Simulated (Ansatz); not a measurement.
Conformers of CH4F2OSi (SMILES O[SiH2]C(F)F), B3LYP-D3(BJ)/def2-TZVP minima from an xTB search, which can miss the lowest.
Conformer 1 (charge 0, multiplicity 1):
```csv
atom,x (Å),y (Å),z (Å)
O,1.5792,0.9878,-0.3397
Si,0.7494,-0.4020,-0.0452
C,-1.1351,-0.0451,-0.0984
F,-1.8401,-1.1768,0.2486
F,-1.4324,0.9284,0.8409
H,1.4964,1.7129,0.2855
H,1.0258,-0.9718,1.2914
H,1.0925,-1.3398,-1.1293
H,-1.5356,0.3065,-1.0536
```
Conformer 2 (charge 0, multiplicity 1):
```
atom    x (Å)    y (Å)    z (Å)
----  -------  -------  -------
O     -1.8032   0.5952  -0.1271
Si    -0.6124  -0.5079   0.1421
C      1.1239   0.3046   0.0291
F      2.0774  -0.6675   0.2662
F      1.2752   1.2705   0.9979
H     -2.0303   0.8426  -1.0261
H     -0.7789  -1.0163   1.5134
H     -0.6285  -1.5927  -0.8670
H      1.3768   0.7715  -0.9286
```

Cores are frozen in the correlated methods. MP2 and its Hartree–Fock in cc-pV(Q+d)Z are density fitted.

Programs: Ansatz (Gaussian basis) for Hartree–Fock, density functionals and correlated methods. Values without a source in brackets are computed.

The energy of conformer 2 above conformer 1 is E(conformer 2) − E(conformer 1). Total energies (hartree):

```
level                 conformer 2   conformer 1
-------------------  ------------  ------------
HF/cc-pV(T+d)Z       -603.0430090  -603.0448238
MP2/cc-pV(T+d)Z      -604.0719171  -604.0737521
HF/cc-pV(Q+d)Z       -603.0726297  -603.0743948
MP2/cc-pV(Q+d)Z      -604.1891278  -604.1909562
CCSD(T)/cc-pV(T+d)Z  -604.1314595  -604.1332734
```

Task: Work out the energy of conformer 2 above conformer 1 at the basis-set limit: extrapolate the MP2 correlation part as X⁻³, take Hartree–Fock from the larger set, and add the CCSD(T) − MP2 difference of cc-pV(T+d)Z.

Result: 
1. Differences (1 hartree = 627.509 kcal/mol): HF/cc-pV(T+d)Z 1.139; MP2/cc-pV(T+d)Z 1.151; HF/cc-pV(Q+d)Z 1.108; MP2/cc-pV(Q+d)Z 1.147; CCSD(T)/cc-pV(T+d)Z 1.138.
2. Correlation parts, MP2 less HF: 0.013 in cc-pV(T+d)Z (X = 3), 0.040 in cc-pV(Q+d)Z (X = 4).
3. Limit (4³·(0.040) − 3³·(0.013))/(4³ − 3³) = 0.059; with HF/cc-pV(Q+d)Z it gives 1.167.
4. CCSD(T) less MP2 in cc-pV(T+d)Z: -0.013.
Result: 1.15 kcal/mol, against 1.15 at MP2/cc-pV(T+d)Z. It is an estimate of this method's limit, not of the exact value.

Ansatz is an electronic-structure program.
